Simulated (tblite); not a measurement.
Parent: `[CH3:1][CH2:2][CH2:3][SiH2:4][SiH2:5][C:6]#[N:7]` with C1–C2–C3–Si4 180°, C2–C3–Si4–Si5 180°, C3–Si4–Si5–C6 -56°, C4H11NSi2.

Computed geometry: GFN2-xTB, gas phase. One conformer each, not checked by frequencies here.

| coordinate of the parent | value |
| --- | --- |
| C1–C2 | 1.525 Å |
| C2–C3 | 1.526 Å |
| C3–Si4 | 1.903 Å |
| Si4–Si5 | 2.317 Å |
| Si5–C6 | 1.868 Å |
| C6≡N7 | 1.146 Å |
| C1–C2–C3 | 111.9° |
| C2–C3–Si4 | 113.3° |
| C3–Si4–Si5 | 109.9° |
| Si4–Si5–C6 | 108.9° |
| Si5–C6–N7 | 177.7° |

**Question.** How does the shared frame change in `[N:1]#[C:2][CH2:3][CH2:4][CH2:5][SiH2:6][SiH2:7][C:8]#[N:9]` with C2–C3–C4–C5 64°, C3–C4–C5–Si6 -179°, C4–C5–Si6–Si7 -178°, C5–Si6–Si7–C8 56°, C5H10N2Si2? Atoms pair as C1 = C3, C2 = C4, C3 = C5, Si4 = Si6, Si5 = Si7, C6 = C8, N7 = N9 (parent first).

**Answer.** 
```csv
parent,relative,value in the relative,change
C1–C2,C3–C4,1.537 Å,+0.012
C2–C3,C4–C5,1.524 Å,-0.002
C3–Si4,C5–Si6,1.906 Å,+0.003
Si4–Si5,Si6–Si7,2.318 Å,+0.001
Si5–C6,Si7–C8,1.868 Å,0.000
C6≡N7,C8≡N9,1.146 Å,0.000
C1–C2–C3,C3–C4–C5,111.9°,0.0
C2–C3–Si4,C4–C5–Si6,113.1°,-0.2
C3–Si4–Si5,C5–Si6–Si7,109.5°,-0.4
Si4–Si5–C6,Si6–Si7–C8,107.6°,-1.3
Si5–C6–N7,Si7–C8–N9,177.2°,-0.5
```

Of the parent's bonds, C1–C2 changes most (+0.012 Å). Bonds of the relative outside the shared frame: N1≡C2 1.143, C2–C3 1.440 Å. Point group C1 → C1.

**Question.** How does the shared frame change in `[N:1]#[C:2][SiH2:3][SiH2:4][CH2:5][CH2:6][CH2:7][OH:8]` with C2–Si3–Si4–C5 -176°, Si3–Si4–C5–C6 -62°, Si4–C5–C6–C7 176°, C5–C6–C7–O8 -66°, C6–C7–O8–H 178°, C4H11NOSi2? Atoms pair as C1 = C7, C2 = C6, C3 = C5, Si4 = Si4, Si5 = Si3, C6 = C2, N7 = N1 (parent first).

**Answer.** 
| parent | relative | value in the relative | change |
| --- | --- | --- | --- |
| C1–C2 | C7–C6 | 1.527 Å | +0.002 |
| C2–C3 | C6–C5 | 1.525 Å | -0.001 |
| C3–Si4 | C5–Si4 | 1.903 Å | 0.000 |
| Si4–Si5 | Si4–Si3 | 2.318 Å | +0.001 |
| Si5–C6 | Si3–C2 | 1.867 Å | -0.001 |
| C6≡N7 | C2≡N1 | 1.146 Å | 0.000 |
| C1–C2–C3 | C7–C6–C5 | 111.5° | -0.4 |
| C2–C3–Si4 | C6–C5–Si4 | 113.3° | 0.0 |
| C3–Si4–Si5 | C5–Si4–Si3 | 109.8° | -0.1 |
| Si4–Si5–C6 | Si4–Si3–C2 | 108.0° | -0.9 |
| Si5–C6–N7 | Si3–C2–N1 | 178.3° | +0.6 |

No shared bond changes by more than 0.004 Å. Bonds of the relative outside the shared frame: C7–O8 1.412 Å. Point group C1 → C1.

**Question.** How does the shared frame change in `[N:1]#[C:2][SiH2:3][SiH2:4][CH2:5][CH2:6][CH2:7][Cl:8]` with C2–Si3–Si4–C5 35°, Si3–Si4–C5–C6 178°, Si4–C5–C6–C7 -179°, C5–C6–C7–Cl8 -179°, C4H10ClNSi2? Atoms pair as C1 = C7, C2 = C6, C3 = C5, Si4 = Si4, Si5 = Si3, C6 = C2, N7 = N1 (parent first).

**Answer.** 
```csv
parent,relative,value in the relative,change
C1–C2,C7–C6,1.520 Å,-0.005
C2–C3,C6–C5,1.525 Å,-0.001
C3–Si4,C5–Si4,1.907 Å,+0.004
Si4–Si5,Si4–Si3,2.319 Å,+0.002
Si5–C6,Si3–C2,1.869 Å,+0.001
C6≡N7,C2≡N1,1.146 Å,0.000
C1–C2–C3,C7–C6–C5,110.8°,-1.1
C2–C3–Si4,C6–C5–Si4,113.0°,-0.3
C3–Si4–Si5,C5–Si4–Si3,109.1°,-0.8
Si4–Si5–C6,Si4–Si3–C2,108.1°,-0.8
Si5–C6–N7,Si3–C2–N1,177.3°,-0.4
```

Of the parent's bonds, C1–C2 and C3–Si4 change most and about equally (-0.005 to +0.004 Å). Bonds of the relative outside the shared frame: C7–Cl8 1.785 Å. Point group C1 → C1.

**Question.** How does the shared frame change in `[CH3:1][C:2]#[C:3][CH2:4][CH2:5][CH2:6][SiH2:7][SiH2:8][C:9]#[N:10]` with C3–C4–C5–C6 65°, C4–C5–C6–Si7 -167°, C5–C6–Si7–Si8 64°, C6–Si7–Si8–C9 42°, C7H13NSi2? Atoms pair as C1 = C4, C2 = C5, C3 = C6, Si4 = Si7, Si5 = Si8, C6 = C9, N7 = N10 (parent first).

**Answer.** 
| parent | relative | value in the relative | change |
| --- | --- | --- | --- |
| C1–C2 | C4–C5 | 1.534 Å | +0.009 |
| C2–C3 | C5–C6 | 1.527 Å | +0.001 |
| C3–Si4 | C6–Si7 | 1.901 Å | -0.002 |
| Si4–Si5 | Si7–Si8 | 2.319 Å | +0.002 |
| Si5–C6 | Si8–C9 | 1.869 Å | +0.001 |
| C6≡N7 | C9≡N10 | 1.147 Å | +0.001 |
| C1–C2–C3 | C4–C5–C6 | 111.4° | -0.5 |
| C2–C3–Si4 | C5–C6–Si7 | 112.8° | -0.5 |
| C3–Si4–Si5 | C6–Si7–Si8 | 109.0° | -0.9 |
| Si4–Si5–C6 | Si7–Si8–C9 | 108.7° | -0.2 |
| Si5–C6–N7 | Si8–C9–N10 | 178.0° | +0.3 |

Of the parent's bonds, C1–C2 changes most (+0.009 Å). Bonds of the relative outside the shared frame: C1–C2 1.446, C2≡C3 1.198, C3–C4 1.452 Å. Point group C1 → C1.

**Question.** How does the shared frame change in `[CH:1]#[C:2][CH2:3][CH2:4][CH2:5][SiH2:6][SiH2:7][C:8]#[N:9]` with C2–C3–C4–C5 66°, C3–C4–C5–Si6 -172°, C4–C5–Si6–Si7 62°, C5–Si6–Si7–C8 31°, C6H11NSi2? Atoms pair as C1 = C3, C2 = C4, C3 = C5, Si4 = Si6, Si5 = Si7, C6 = C8, N7 = N9 (parent first).

**Answer.** 
| parent | relative | value in the relative | change |
| --- | --- | --- | --- |
| C1–C2 | C3–C4 | 1.534 Å | +0.009 |
| C2–C3 | C4–C5 | 1.526 Å | 0.000 |
| C3–Si4 | C5–Si6 | 1.903 Å | 0.000 |
| Si4–Si5 | Si6–Si7 | 2.318 Å | +0.001 |
| Si5–C6 | Si7–C8 | 1.869 Å | +0.001 |
| C6≡N7 | C8≡N9 | 1.146 Å | 0.000 |
| C1–C2–C3 | C3–C4–C5 | 111.7° | -0.2 |
| C2–C3–Si4 | C4–C5–Si6 | 112.7° | -0.6 |
| C3–Si4–Si5 | C5–Si6–Si7 | 109.3° | -0.6 |
| Si4–Si5–C6 | Si6–Si7–C8 | 108.5° | -0.4 |
| Si5–C6–N7 | Si7–C8–N9 | 177.9° | +0.2 |

Of the parent's bonds, C1–C2 changes most (+0.009 Å). Bonds of the relative outside the shared frame: C1≡C2 1.196, C2–C3 1.449 Å. Point group C1 → C1.
